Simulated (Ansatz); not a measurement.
Computed with Ansatz on PBE0-D4/def2-TZVP structures; ΔE is electronic, products minus reactants. CBS: MP2 limit from def2 TZ/QZ plus the TZ coupled-cluster correction, frozen cores. DFT in def2-TZVPP. B3LYP here is the variant with VWN-RPA as its local correlation; programs differ in this. For Ga outer-core shells are correlated without core-valence functions, which leaves a few kJ/mol of doubt a bond. Scalar relativity is left out up to krypton. One conformer a species, not always the lowest.

`[NH2][GaH][NH2]` + `O[SiH2]N[SiH2][AlH2]` → `[NH2][GaH][AlH2]` + `N[SiH2]N[SiH2]O`  (redistribution)

```csv
level,ΔE (kcal/mol),difference from CCSD(T)/CBS
PBE-D4,-12.6,0.0
r2SCAN-D4,-13.5,-0.9
PBE0-D4,-12.9,-0.3
B3LYP-D4,-13.8,-1.2
ωB97X-V,-12.5,0.1
ωB97M-V,-14.5,-1.9
B2PLYP,-13.7,-1.1
PBE,-12.8,-0.2
r2SCAN,-13.5,-0.9
PBE0,-13.1,-0.5
B3LYP,-14.1,-1.5
HF/def2-TZVPP,-14.2,-1.6
MP2/def2-TZVPP,-12.8,-0.2
SCS-MP2/def2-TZVPP,-12.9,-0.3
CCSD/def2-TZVPP,-12.9,-0.3
CCSD(T)/def2-TZVPP,-12.8,-0.2
HF/def2-QZVPP,-14.2,-1.6
MP2/def2-QZVPP,-12.7,-0.1
SCS-MP2/def2-QZVPP,-12.8,-0.2
HF/CBS(def2),-14.2,-1.6
MP2/CBS(def2),-12.7,-0.1
CCSD/CBS(def2),-12.8,-0.2
CCSD(T)/CBS,-12.6,0
```

Largest T1 diagnostic among the species: 0.015.

In def2-TZVPP, CCSD(T) changes the Hartree–Fock value by +1.5 kcal/mol (the triples alone add +0.1 kcal/mol) and MP2 by +1.4 kcal/mol.
